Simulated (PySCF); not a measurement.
## A survey of ²⁹Si NMR shifts

All values are calculated (PySCF): GFN2-xTB geometry, σ from GIAO-PBE0/pcSseg-1. In vacuum, single conformer, one averaged value for each set of equivalent atoms, relativity neglected.

Shieldings were converted by a linear fit to measured shifts: ²⁹Si: δ = 279.94 − 0.822σ (rms 8.9 ppm, 72 shifts, 25.8 ppm with the 6 outliers that the fit left out vs TMS, solution or neat liquid). A few per cent of atoms miss by over 2 rms, more outside the fitted compound classes.

(1) Give the ²⁹Si shifts of `S[SiH2][SiH2]c1ccccc1`, `N#CCCC[SiH2][SiH2]C#N`.

(2) Match the shifts 51.8, -25.6, -69.9 ppm to `C[SiH3]`, `C=C(C)O[SiH](Cl)Cl`, `N=[SiH2]`.

Results:

(1) 
```
                                                   compound                        environment  δ (ppm)
[SH:1][SiH2:2][SiH2:3][c:4]1[cH:5][cH:6][cH:7][cH:8][cH:9]1  Si2: silicon bonded to S, Si, 2 H    -57.1
[SH:1][SiH2:2][SiH2:3][c:4]1[cH:5][cH:6][cH:7][cH:8][cH:9]1  Si3: silicon bonded to C, Si, 2 H    -60.4
[N:1]#[C:2][CH2:3][CH2:4][CH2:5][SiH2:6][SiH2:7][C:8]#[N:9]  Si6: silicon bonded to C, Si, 2 H    -65.8
[N:1]#[C:2][CH2:3][CH2:4][CH2:5][SiH2:6][SiH2:7][C:8]#[N:9]  Si7: silicon bonded to C, Si, 2 H    -92.1
```

(2) 51.8: N=[SiH2] (silicon bonded to N, 2 H); -25.6: C=C(C)O[SiH](Cl)Cl (silicon bonded to 2 Cl, O, H); -69.9: C[SiH3] (silicon bonded to C, 3 H).
